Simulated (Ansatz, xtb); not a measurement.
**Two isomers of C3H7BF2O**

Structure a: `C[C@H](F)COBF`, a singlet. Structure b: `CCB(F)OCF`, a singlet. Both are isolated molecules in the gas phase, relaxed with B3LYP/def2-SVP; the shapes shown needn't be the lowest conformers.

a (Å):

```xyz
14

C     0.7196   -2.0925   -1.7435
C    -0.4184   -1.0903   -1.7113
C    -0.6260   -0.4535   -0.3459
B    -1.6164    1.7354   -0.5996
F    -0.1491   -0.0654   -2.6178
F    -2.7346    2.4352   -0.7370
O    -1.7407    0.4145   -0.3710
H     0.8585   -2.4700   -2.7670
H     1.6624   -1.6249   -1.4182
H     0.5060   -2.9491   -1.0854
H    -1.3660   -1.5586   -2.0324
H     0.2918    0.0876   -0.0540
H    -0.8198   -1.2392    0.4019
H    -0.5524    2.2998   -0.6461
```

b (Å):

```xyz
14

C    -0.1828   -0.7664   -1.4242
C     0.6818    0.2465   -0.6669
C    -1.8495    1.2030    2.0855
B     0.0117    0.9560    0.5596
F     0.6840    1.8859    1.2513
F    -1.4316    0.5121    3.1886
O    -1.2639    0.6627    0.9436
H    -1.0862   -0.2921   -1.8398
H     0.3663   -1.2268   -2.2610
H    -0.5235   -1.5773   -0.7612
H     1.6073   -0.2320   -0.2906
H     1.0516    1.0383   -1.3466
H    -2.9406    1.0845    1.9890
H    -1.5731    2.2628    2.2188
```

Quicker runs give these differences E(b) − E(a): GFN2-xTB +4.9 kcal/mol; HF/STO-3G −10.1 kcal/mol (at GFN2-xTB geometries); r2SCAN-D4/def2-SVP −9.9 kcal/mol (at GFN2-xTB geometries).

Question: Estimate which is lower in electronic energy at CCSD(T)/def2-SVP + ΔMP2/def2-TZVPP, and by roughly how much.

Answer: The CCSD(T)/def2-SVP + ΔMP2/def2-TZVPP calculation puts structure b lower, by 9.1 kcal/mol.

Level by level:

```csv
level,geometry,E(b) − E(a) (kcal/mol),departure from the last row (kcal/mol),"job, with rough time for the two"
GFN2-xTB,GFN2-xTB,+4.9,+14.0,"optimisation, 0.56 s"
HF/STO-3G,GFN2-xTB,−10.1,−1.0,"single point, 0.46 s"
r2SCAN-D4/def2-SVP,GFN2-xTB,−9.9,−0.8,"single point, 4.5 s"
B3LYP/def2-SVP,B3LYP/def2-SVP,−8.8,+0.3,"optimisation, 1.7 min"
HF/def2-SVP,B3LYP/def2-SVP,−10.5,−1.3,part of the CCSD(T) run
MP2/def2-SVP,B3LYP/def2-SVP,−9.2,−0.1,part of the CCSD(T) run
CCSD(T)/def2-SVP,B3LYP/def2-SVP,−8.7,+0.4,single point
CCSD(T)/def2-SVP + ΔMP2/def2-TZVPP,B3LYP/def2-SVP,−9.1,,"single point, 1.7 min"
```

As drawn, b has 1 C–B, 1 C–H in place of 1 C–C, 1 B–H.

GFN2-xTB puts the two in the other order. The largest departure from CCSD(T)/def2-SVP + ΔMP2/def2-TZVPP is that of GFN2-xTB, 14.0 kcal/mol. The last row adds to CCSD(T) the change of the MP2 difference between the two basis sets, here −0.4 kcal/mol.

With thermal terms from frequencies at re-optimised GFN2-xTB minima (ideal gas, soft modes damped towards free rotors, one conformer each, 298.15 K, 1 atm): on the last row, ΔE + ΔZPE = −8.4, ΔH = −8.3, ΔG = −8.8 kcal/mol.

The correlated steps freeze 7 core orbitals. Mirror images aren't counted in ΔG. Codes used: Ansatz 0.2.0, xtb 6.7.1; the last row on 4 threads of Arm Neoverse N1 on a shared host.
